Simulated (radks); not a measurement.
Yb+, configuration [Xe] 4f14 6s0.5 6p0.5 (fractional occupations, a model configuration). Method: scalar-relativistic Kohn-Sham, SCAN, spin-unpolarised, spherical densities, finite nucleus; meta-GGA in the generalised Kohn-Sham scheme; Fermi nuclear charge, rms radius 5.3108 fm; computed with a radial shooting solver on a logarithmic mesh with Libxc functionals.

Normalised radial functions P(r) = r R(r), r in bohr:

```
   r/bohr * 4p, o 5p, + 6s (the largest magnitude, 1.62, reaches the edge; | marks zero, & curves that meet)
 0.004479                             o&
 0.006218                             o&
 0.008701                             |&*
  0.01208                             |& *
   0.0169                             |+o  *
  0.02365                             +  o    *
  0.03283                            +|  o      *
  0.04595                            +|   o      *
  0.06378                            +| o    *
  0.08925                            &+
   0.1249                 *       o   |+
   0.1734              *         o    | +
   0.2426                          *  &
   0.3368                          +  |     o          *
   0.4713                           + |      o                   *
   0.6595                           o | +                 *
   0.9155                 o           |    +  *
    1.281             o               | &
    1.778                 o       +   *
    2.489                    +   o    *
    3.455                   +       o *
    4.834                       +     &
    6.765                           + &
    9.391                             &
    13.14                             &
    18.24                             &
    25.53                             &
```

4p: eigenvalue -352.12 eV, 2 radial nodes at r = 0.0856, 0.257 bohr, <r> = 0.518 bohr, 90 % of the charge inside 0.753 bohr. 5p: eigenvalue -35.362 eV, 3 radial nodes at r = 0.0847, 0.247, 0.623 bohr, <r> = 1.45 bohr, 90 % of the charge inside 2.14 bohr. 6s: eigenvalue -9.633 eV, 5 radial nodes at r = 0.0236, 0.0937, 0.243, 0.566, 1.45 bohr, <r> = 3.56 bohr, 90 % of the charge inside 5.23 bohr.
